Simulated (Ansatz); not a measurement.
## Worked example: InH2(OH) + C2H2I → InH(OH) + C2H3I

Species: InH2(OH), singlet; C2H2I `[H]/[C]=C\I`, doublet; InH(OH), doublet; C2H3I (vinyl iodide) `C=CI`, singlet. A radical takes H: the energy is the difference in strength between the In–H bond broken and the C–H bond made.

Shapes, held fixed at every level: PBE0-D4/def2-TZVP. Flexible molecules stand in one conformer, not always the lowest. Programs: Ansatz 0.2.0. The zero-point and thermal change to 298 K, harmonic and unscaled (PBE0-D4/def2-TZVP), is +15.3 kJ/mol.

At B2PLYP/def2-TZVPP; 1 Eh = 2625.50 kJ/mol:

| species | energy (Eh) |
| --- | --- |
| InH2(OH) | -266.922725 |
| C2H2I | -374.805192 |
| InH(OH) | -266.311215 |
| C2H3I | -375.484186 |

Problem. Work out ΔH(298 K) of the reaction at this level.

Solution. 
1. Products less reactants: (-266.311215) + (-375.484186) − [(-266.922725) + (-374.805192)] = -0.067484 Eh = -177.2 kJ/mol.
2. With the thermal change: -177.2 + (+15.3) = -161.9 kJ/mol.

Other levels give -161.0 (PBE-D4/def2-TZVPP) to -129.5 kJ/mol (HF/def2-TZVPP). No measured value is set beside it here. Spin contamination: C2H2I (⟨S²⟩ up to 0.98). Open shells run unrestricted unless RO is named. For atoms past krypton def2 sets carry core potentials with scalar relativity. Correlated rows may include outer-core shells of I, In, which these sets cover unevenly.
